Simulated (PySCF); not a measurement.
These 2 structures share the formula CH7BNP. Theory: PySCF, PBE0-D3(BJ)/def2-SVP geometry optimisation, gas phase. One conformer each; no zero-point energy, no entropy. No frequencies were run at this level. Point groups hold within 0.08 Å.

Question: Rank from lowest to highest electronic energy at this level (kcal/mol).
A. `[CH3:1][B:2]([NH2:3])[PH2:4]` with C1–B2–P4–H -52° and -148°
B. `[CH3:1][NH:2][BH:3][PH2:4]` with C1–N2–B3–P4 174°, N2–B3–P4–H 133° and 36°

Answer: A (0.0), B (16.3).

```tsv
SMILES	E (Eh)	E rel (kcal/mol)	dipole (D)	point group	A, B, C (MHz)
CB(N)P	-462.85998	0.0	2.55	–	7872, 3936, 2715
CNBP	-462.83400	16.3	2.77	–	30336, 2193, 2101
```

Question: How do the relative energies change in single points at PBE/pcSseg-2 (no added dispersion term) on the same geometries?

Answer: 
```
SMILES  PBE0-D3(BJ)/def2-SVP (kcal/mol)  PBE/pcSseg-2 (kcal/mol)  shift
CB(N)P                              0.0                      0.0    0.0
  CNBP                             16.3                     17.1   +0.8
```

Each column counts from its own lowest isomer. The order is unchanged; the largest shift is 0.8 kcal/mol.
